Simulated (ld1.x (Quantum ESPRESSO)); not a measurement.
# Scattering properties, TM semilocal potential for Pb

- Element: Pb (Z = 82)
- Generator: ld1.x (Quantum ESPRESSO) 7.5
- Type: norm-conserving Troullier–Martins (semilocal form)
- Functional: BP86
- Relativity: scalar-relativistic
- Frozen core: [Xe] 4f14 5d10
- Valence charge: 4
- Reference configuration: 6s1.75 6p2.25
- Partial waves: 6p (bound): rc 2.50 bohr; 6s (bound): rc 2.05 bohr
- Local potential: the s channel
- Core correction: Bessel-smoothed model core, default radius (core density twice the valence density)

The phase is arctan(r·u′/u) with u = r·R(r), unwrapped; energies in Ry, scanned from -3 to 5 Ry. A pole is an energy at which the radial function vanishes at the test radius. The pseudo phase is shifted by a multiple of π to meet the all-electron one at the reference energy, and phase errors are pseudo minus all-electron; the curves can meet again beyond the range given. Levels narrower than the energy grid can be missing from the lists of poles.

```csv
channel,radius (bohr),reference energy (Ry),"poles, all-electron","poles, pseudo",unbroken range about the reference energy with phases within 0.05 rad,phase error 1 Ry above the reference energy (rad)
s,2.68,-0.92,0.24,0.23,below 2.4,-0.002
p,2.68,-0.28,1.91,1.79,below 3.2,-0.007
```

Phases in the p channel:

```
E (Ry)  all-electron  pseudo
 -3.00         1.319   1.317
 -2.76         1.305   1.302
 -2.52         1.287   1.285
 -2.28         1.266   1.263
 -2.04         1.239   1.236
 -1.80         1.205   1.203
 -1.56         1.160   1.158
 -1.32         1.099   1.096
 -1.08         1.007   1.005
 -0.84         0.861   0.859
 -0.60         0.606   0.605
 -0.36         0.151   0.151
 -0.12        -0.450  -0.451
  0.12        -0.896  -0.899
  0.36        -1.145  -1.150
  0.60        -1.289  -1.295
  0.84        -1.381  -1.388
  1.08        -1.444  -1.452
  1.32        -1.491  -1.501
  1.56        -1.528  -1.540
  1.80        -1.559  -1.573
  2.04        -1.585  -1.602
  2.28        -1.609  -1.629
  2.52        -1.631  -1.655
  2.76        -1.652  -1.683
  3.00        -1.674  -1.713
  3.24        -1.696  -1.747
  3.48        -1.720  -1.788
  3.72        -1.746  -1.843
  3.96        -1.777  -1.919
  4.20        -1.814  -2.040
  4.44        -1.861  -2.258
  4.68        -1.923  -2.707
  4.92        -2.012  -3.440
```
